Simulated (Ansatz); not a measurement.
A nudged elastic band was laid between two geometries of CH$_{4}$BClSi (8 atoms, charge 0, multiplicity 1).

All numbers below come from RKS PBE-D4/cc-pVDZ (Ansatz).

```
movable images  : 5
climbing image  : yes
spring          : 5.0 eV/Å²
optimiser       : quadratic models (default)
start path      : IDPP
force threshold : 0.05 eV/Å
iteration limit : 60
end points      : relaxed
```

First end point:

```xyz
8
Properties=species:S:1:pos:R:3
B -0.746 1.528 -0.267
Si 0.462 0.190 0.498
C 0.461 -1.516 -0.003
Cl -0.575 -2.209 -1.203
H -1.532 1.177 -1.121
H -0.714 2.682 0.103
H 1.501 0.417 1.563
H 1.142 -2.268 0.431
```

Last end point:

```xyz
8
Properties=species:S:1:pos:R:3
B -0.748 1.527 -0.267
Si 0.461 0.191 0.500
C 0.463 -1.514 -0.003
Cl -0.572 -2.208 -1.204
H -0.719 2.681 0.102
H -1.530 1.173 -1.124
H 1.500 0.417 1.566
H 1.145 -2.268 0.430
```

Q: Which bonds break or form, and what moves?

A: No bond is made or broken. The dihedral H6–B1–Si2–C3 goes from 180 to 0°. The two ends are copies of one structure, up to a mirror image or an exchange of like atoms.

Q: What energy profile does the band end with?

A: The forces met the threshold. The highest image is number 3 of 0 to 6, 0.46 eV above the ends, which have the same energy within 2 meV. A vibrational analysis at the climbing image gives one clearly imaginary mode, 490i cm⁻¹: a first-order saddle point.

```tsv
image	path coordinate (Å)	energy (eV)	dihedral H6–B1–Si2–C3 (°)
0	0.00	0.00	180
1	0.71	0.08	-148
2	1.42	0.30	-119
3	2.13	0.46	-90
4	2.84	0.30	-61
5	3.55	0.08	-32
6	4.26	0.00	0
```

Q: What is the geometry of the highest image?

A: 
```xyz
8
Properties=species:S:1:pos:R:3
B -1.158 1.245 -0.072
Si 0.229 -0.007 0.697
C 1.023 -1.219 -0.277
Cl 0.669 -1.428 -1.984
H -2.336 0.950 -0.063
H -0.838 2.318 -0.542
H 0.626 0.064 2.147
H 1.784 -1.923 0.094
```

Q: What are the harmonic wavenumbers there?

A: 490i, 61, 143, 287, 376, 562, 598, 607, 673, 762, 884, 975, 1108, 1168, 2161, 2533, 2627, 3123 cm⁻¹.

Time of the run: 2.4 min on 1 thread of Arm Neoverse V1, on a shared host, peak memory 0.12 GiB.
